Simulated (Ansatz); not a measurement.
`[CH3][Hf]12345678([F])([C@H]9[C@@H]1[C@@H]2[C@@H]3[C@H]94)[C@H]1[C@@H]5[C@@H]6[C@@H]7[C@H]18` at its PBE0-D4/def2-TZVP geometry, where that method's forces vanish. The species carries charge 0 and has multiplicity 1. Hf takes the def2 core potential.

```xyz
26

C     1.0907   -1.8115   -1.0259
Hf    0.2834   -0.2162    0.3615
F     1.2087   -0.7595    1.9743
C    -1.5758   -1.8990    0.7958
C    -1.8622   -1.3122   -0.4593
C    -2.1591    0.0450   -0.2465
C    -2.0419    0.3047    1.1418
C    -1.7046   -0.9067    1.7814
C     1.3981    2.0104    0.7794
C     0.2619    2.2823   -0.0098
C     0.4670    1.7042   -1.2831
C     1.7310    1.0793   -1.2769
C     2.3040    1.2645   -0.0022
H     0.7789   -2.8053   -0.6875
H     2.1863   -1.7906   -1.0150
H     0.7768   -1.7130   -2.0705
H    -1.2828   -2.9246    0.9633
H    -1.8434   -1.8187   -1.4122
H    -2.4262    0.7649   -1.0054
H    -2.2186    1.2516    1.6302
H    -1.5092   -1.0331    2.8357
H     1.5361    2.2905    1.8136
H    -0.6071    2.8425    0.3014
H    -0.2181    1.7394   -2.1175
H     2.1749    0.5421   -2.1002
H     3.2512    0.8689    0.3335
```

Question: What forces (eV/Å) does PBE-D4/def2-TZVPP give on these atoms in Ansatz? (Estimate.)

Answer: Computed: 
```
C1  -0.039  0.067  0.051
Hf2 -0.040  0.042 -0.011
F3   0.099 -0.068  0.154
C4   0.023 -0.310  0.038
C5  -0.018 -0.178 -0.262
C6  -0.126  0.209 -0.199
C7  -0.073  0.263  0.126
C8  -0.014 -0.053  0.309
C9   0.080  0.121  0.271
C10 -0.233  0.185  0.062
C11 -0.173  0.056 -0.247
C12  0.133 -0.132 -0.255
C13  0.296 -0.049  0.087
H14 -0.070 -0.178  0.066
H15  0.203  0.017  0.000
H16 -0.054  0.012 -0.190
H17  0.060 -0.222  0.034
H18 -0.001 -0.110 -0.203
H19 -0.056  0.153 -0.161
H20 -0.035  0.203  0.102
H21  0.040 -0.026  0.226
H22  0.029  0.060  0.216
H23 -0.183  0.116  0.063
H24 -0.146  0.008 -0.171
H25  0.098 -0.106 -0.175
H26  0.200 -0.081  0.069
```
